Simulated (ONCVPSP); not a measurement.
## Potentials for manganese compared

Generated with ld1.x 7.5 (TM, RRKJ, ultrasoft, PAW), atompaw 4.2 or ONCVPSP 4.0.1. The cutoff is in Ry: for ld1.x and atompaw files where the sum of valence levels is converged to 10 mRy in a Bessel basis, for ONCV files where the hardest occupied wave has 1 mHa per electron of residual kinetic energy. The error is the largest all-electron minus pseudo excitation energy over each file’s own four to seven test configurations (ionisations up to +4, promotions, holes and added fractions of an electron), all of which were solved. The labels leave out finer settings (local radius, basis sizes, second energies), which also bear on the numbers. Spin-polarised tests are not counted. The rows are a selection from randomly drawn settings: files with unsolved tests, undetermined cutoffs or missed reference levels are left out.

```tsv
potential	cutoff (Ry)	largest error (meV)	bound ghosts
ONCV, PBEsol, scalar-relativistic, rc 1.35/1.16/1.25/1.20 (spdf), local smoothed, core correction no, reference 3s2 3p6 3d5 4s2, qcut 10.9/16/13.8/9.5, projectors 2/2/1/2	131	-8.2	none
ONCV, Wu-Cohen, scalar-relativistic, rc 1.30/1.25/2.05 (spd), local smoothed, core correction yes, reference 3s2 3p6 3d5 4s0.5, qcut 9.6/11.1/7.2, projectors 2/2/3	64	+13	none
ONCV, PBE, fully relativistic, rc 2.10/1.95/1.80/1.65 (spdf), local smoothed, core correction yes, reference 3d5 4s1, qcut 2.7/3.6/9.5/7.4, projectors 2/2/2/2	66	-181	none
```

Question: Fill in the row for Mn: ONCV, PBE, scalar-relativistic, rc 1.30/1.40/1.15 (spd), local smoothed, core correction yes, reference 3s2 3p6 3d5 4s1, qcut 9.7/8/14.6, projectors 3/2/2.

Answer: cutoff 148 Ry, largest error +1.9 meV, bound ghosts: none.

Question: Fill in the row for Mn: ONCV, LDA (Perdew-Wang 92), scalar-relativistic, rc 1.25/1.20/1.80 (spd), local smoothed, core correction yes, reference 3s2 3p6 3d6 4s1, qcut 8.7/14.1/9.1, projectors 2/2/2.

Answer: cutoff 66 Ry, largest error +181 meV, bound ghosts: none.

Question: Fill in the row for Mn: ONCV, PBE, fully relativistic, rc 1.10/1.30/1.10 (spd), local smoothed, core correction yes, reference 3s2 3p6 3d5 4s2, qcut 11.4/8.7/13.3, projectors 2/2/3.

Answer: cutoff 140 Ry, largest error +3.1 meV, bound ghosts: none.
